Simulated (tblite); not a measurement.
Compound: C7H11GeNO.
Atom-mapped SMILES: `[N:1]#[C:2][GeH2:3][C@@H:4]1[CH2:5][CH2:6][C@@:7]12[CH2:8][C@@H:9]2[OH:10]` (hydrogens: H11, H12 on Ge3; H13 on C4; H14, H15 on C5; H16, H17 on C6; H18, H19 on C8; H20 on C9; H21 on O10)

Computed with GFN2-xTB (tblite), gas phase: L-BFGS steps from a force-field or distance-geometry start until the largest atomic force falls under 0.01 eV/Å.

Step 58: E = -800.3119 eV
```
atom  x, y, z in Å  |  force x, y, z in eV/Å
N1      0.8883    3.0191   -0.8661   -0.033   0.060  -0.007
C2      1.4278    2.1084   -0.4294    0.020  -0.048   0.032
Ge3     2.2017    0.5029    0.2746   -0.001   0.008  -0.026
C4      0.8545   -0.9004   -0.1155   -0.022  -0.025  -0.024
C5      0.4157   -0.9852   -1.5943   -0.012  -0.001  -0.032
C6     -0.9833   -0.4685   -1.2187    0.022  -0.001  -0.014
C7     -0.5679   -0.4979    0.2391   -0.035   0.020   0.025
C8     -1.3967   -0.9851    1.3830   -0.048   0.021   0.042
C9     -1.0121    0.4646    1.3028   -0.026  -0.001   0.020
O10    -2.0148    1.3824    1.0330    0.042   0.039  -0.032
H11     2.4697    0.7817    1.7297    0.010  -0.019  -0.044
H12     3.5134    0.3358   -0.4459   -0.033   0.004   0.017
H13     1.1628   -1.8576    0.3101   -0.002  -0.012   0.012
H14     0.9616   -0.3433   -2.2868    0.015   0.008   0.016
H15     0.4123   -2.0002   -1.9872    0.017   0.005   0.004
H16    -1.8127   -1.1267   -1.4757    0.040  -0.009   0.004
H17    -1.2053    0.5336   -1.5906    0.035  -0.019   0.000
H18    -0.9498   -1.6019    2.1471    0.050   0.005   0.002
H19    -2.4317   -1.2066    1.1773   -0.044  -0.044  -0.010
H20    -0.2552    0.8218    2.0078    0.012   0.010  -0.023
H21    -1.6872    2.0401    0.4052   -0.009  -0.004   0.037
```

Step 59: E = -800.3128 eV
```
atom  x, y, z in Å  |  force x, y, z in eV/Å
N1      0.8703    3.0105   -0.8537   -0.001   0.004   0.020
C2      1.4178    2.1018   -0.4214   -0.015   0.026   0.002
Ge3     2.2023    0.4998    0.2759   -0.015  -0.013  -0.026
C4      0.8552   -0.9035   -0.1172   -0.016  -0.016   0.001
C5      0.4174   -0.9857   -1.5964    0.011  -0.008  -0.010
C6     -0.9812   -0.4705   -1.2204    0.009   0.004  -0.002
C7     -0.5667   -0.4983    0.2380   -0.033   0.002   0.026
C8     -1.3953   -0.9815    1.3848   -0.039   0.030   0.025
C9     -1.0092    0.4675    1.2991   -0.032   0.005   0.023
O10    -2.0127    1.3838    1.0281    0.029   0.058  -0.045
H11     2.4701    0.7747    1.7318    0.017  -0.018  -0.049
H12     3.5101    0.3386   -0.4520   -0.024   0.007   0.022
H13     1.1602   -1.8617    0.3088    0.002  -0.008   0.004
H14     0.9648   -0.3437   -2.2871    0.014   0.027   0.011
H15     0.4175   -1.9995   -1.9907    0.003  -0.016  -0.002
H16    -1.8099   -1.1286   -1.4782    0.030  -0.021   0.005
H17    -1.2042    0.5311   -1.5911    0.033  -0.001  -0.011
H18    -0.9474   -1.5957    2.1514    0.031   0.013  -0.021
H19    -2.4314   -1.2000    1.1788   -0.024  -0.052   0.004
H20    -0.2536    0.8292    2.0027    0.027  -0.002  -0.019
H21    -1.6830    2.0486    0.4084   -0.008  -0.019   0.043
```

Task: Estimate the geometry and energy of step 60. (The exact step hangs on the optimiser's Hessian estimate; all steps are aligned on step 59, rigid shifts and turns removed.)

Result: E = -800.3136 eV, largest force 0.066 eV/Å
```
atom  x, y, z in Å  |  force x, y, z in eV/Å
N1      0.8624    3.0079   -0.8454   -0.018   0.025   0.008
C2      1.4105    2.0982   -0.4165   -0.003   0.019   0.007
Ge3     2.2002    0.4978    0.2759   -0.032  -0.034  -0.021
C4      0.8543   -0.9070   -0.1178   -0.007  -0.003   0.029
C5      0.4193   -0.9862   -1.5979    0.030  -0.013   0.020
C6     -0.9789   -0.4721   -1.2220   -0.007   0.006   0.012
C7     -0.5675   -0.5003    0.2378   -0.018  -0.014   0.013
C8     -1.3958   -0.9794    1.3879   -0.021   0.030  -0.001
C9     -1.0079    0.4687    1.2969   -0.028   0.012   0.016
O10    -2.0109    1.3846    1.0243   -0.003   0.056  -0.034
H11     2.4682    0.7715    1.7316    0.027  -0.018  -0.046
H12     3.5031    0.3395   -0.4590   -0.006   0.007   0.023
H13     1.1579   -1.8656    0.3086    0.004  -0.005  -0.003
H14     0.9692   -0.3433   -2.2854    0.010   0.037   0.006
H15     0.4227   -1.9989   -1.9940   -0.010  -0.030  -0.009
H16    -1.8067   -1.1293   -1.4827    0.013  -0.031   0.004
H17    -1.2007    0.5300   -1.5902    0.024   0.015  -0.022
H18    -0.9440   -1.5911    2.1554    0.004   0.021  -0.040
H19    -2.4329   -1.1971    1.1826    0.002  -0.053   0.021
H20    -0.2518    0.8343    1.9978    0.034  -0.015  -0.013
H21    -1.6796    2.0548    0.4118    0.006  -0.013   0.029
```

The energy changes by -0.0009 eV. The first-order estimate −F·Δx gives -0.0012 eV and the mean of the old and new forces, exact on a quadratic surface, -0.0008 eV. The step makes an angle of 75° with the force vector and moves no atom by more than 0.012 Å.

What follows is the cost of the whole relaxation. The run took 1.9 s of wall time on one thread, Arm Neoverse N1 (aarch64), shared host with 64 logical CPUs at a one-minute load of 61.
